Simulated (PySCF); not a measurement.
Löwdin shares of the frontier orbitals

C6H10BP.
Geometry (GFN2-xTB, Å), atoms numbered from 1 in this order:
```xyz
18
C6H10BP angstrom
C     -2.3994    1.5750   -0.9953
C     -1.9492    0.9865   -0.0546
C     -1.3724    0.2399    1.0483
B     -0.2491   -0.6891    0.4037
P     -0.7260   -2.4534   -0.0639
C      1.2063   -0.1756    0.2213
C      2.2304   -1.0275    0.1177
C      1.4665    1.3074    0.2112
H     -2.8184    2.1102   -1.7938
H     -0.9893    0.9532    1.7819
H     -2.1736   -0.3346    1.5239
H     -0.1388   -2.5419   -1.3110
H     -1.9980   -2.2045   -0.5436
H      2.0744   -2.0959    0.1313
H      3.2553   -0.6976    0.0373
H      0.7771    1.8078   -0.4662
H      1.3073    1.7198    1.2069
H      2.4879    1.5267   -0.0914
```

Level of theory: TDDFT PBE0/def2-SVPD, vertical, gas phase, core orbitals frozen in the response (PySCF).

Frontier orbitals with the atoms that hold most of them (Löwdin shares over 4%, at most four atoms; ? is withheld):

| orbital | ε (eV) | atoms |
| --- | --- | --- |
| LUMO+2 | 0.79 | P5 18%, C1 12%, C2 10%, C6 9% |
| LUMO+1 | 0.34 | B4 30%, P5 12%, C7 7%, H12 6% |
| LUMO | -1.82 | ? |
| HOMO | -7.05 | P5 45%, C7 13%, B4 12%, C6 10% |
| HOMO-1 | -7.62 | ? |
| HOMO-2 | -7.86 | C1 40%, C2 38%, C3 8% |
| HOMO-3 | -8.15 | C6 25%, C7 22%, P5 12%, B4 11% |

Task: Which atoms hold the LUMO, and with what shares?

Result: B4 (bonded to 2 C and P) 30%; C7 (bonded to C and 2 H) 19%; C6 (bonded to B and 2 C) 15%; P5 (bonded to B and 2 H) 11%. By element: carbon 34% or more, boron 30%, phosphorus 11%.

Task: Give the leading atoms of the HOMO-1.

Result: C1 (bonded to C and H) 35%; C2 (bonded to 2 C) 31%; C3 (bonded to B, C and 2 H) 9%; B4 (bonded to 2 C and P) 7%. By element: carbon 75% or more, boron 7%.

Task: How does S1 compare with the orbital gap of 5.22 eV?

Result: S1 is at 4.27 eV (f = 0.085), 0.96 eV below the gap, made of HOMO→LUMO (93%). 

Task: One configuration dominates each of S1, S2, S3 and S6. Which, and how do the shares of the two leading atoms of either orbital change from the occupied to the empty one?

Result: 
- S1 (4.27 eV, f 0.085), HOMO→LUMO (93%): P5 45% → 11%, C7 13% → 19%, B4 12% → 30%
- S2 (4.72 eV, f 0.067), HOMO-1→LUMO (94%): C1 35% → at most 12%, C2 31% → at most 12%, B4 7% → 30%, C7 at most 7% → 19%
- S3 (4.90 eV, f 0.0051), HOMO-2→LUMO (96%): C1 40% → at most 12%, C2 38% → at most 12%, B4 at most 4% → 30%, C7 at most 4% → 19%
- S6 (6.33 eV, f 0.015), HOMO→LUMO+1 (95%): P5 45% → 12%, C7 13% → 7%, B4 12% → 30%

Löwdin shares depend on the basis, the more so with diffuse functions.

One conformer stands for the species.
